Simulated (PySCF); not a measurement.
C4H10Cd. Atoms are numbered in the order given.

```xyz
15

Cd     0.0000     0.0000    -0.1998
C     -2.0744    -0.5043    -0.2052
C     -2.9584     0.3299     0.7185
H     -2.4289    -0.4258    -1.2476
H     -2.1541    -1.5745     0.0533
H     -2.6547     0.2456     1.7748
H     -2.9309     1.4025     0.4659
H     -4.0181     0.0211     0.6691
C      2.0744     0.5043    -0.2052
C      2.9584    -0.3299     0.7185
H      2.4289     0.4258    -1.2476
H      2.1541     1.5745     0.0533
H      2.6547    -0.2456     1.7748
H      2.9309    -1.4025     0.4659
H      4.0181    -0.0211     0.6691
```
Charge 0, spin multiplicity 1.

The structure is a stationary point at PBE0-D3(BJ)/def2-SVP. The isomer is the one that the SMILES or the coordinates give; other isomers of the formula were not compared. The def2 effective core potentials stand for the cores of Cd; spin–orbit coupling is left out. Other conformers were not sampled.

All values below come from r2SCAN/def2-TZVP (PySCF).

Symmetry labels are those of the subgroup C2 that the program uses (full group C2).

Computed valence orbital energies around the gap with their symmetry:
```csv
orbital,symmetry,energy (eV)
HOMO−7,B,-10.04
HOMO−6,A,-10.01
HOMO−5,A,-8.90
HOMO−4,B,-8.88
HOMO−3,A,-8.15
HOMO−2,B,-8.14
HOMO−1,A,-6.87
HOMO,B,-5.36
LUMO,B,-0.50
LUMO+1,A,-0.50
LUMO+2,A,-0.19
LUMO+3,B,1.62
```
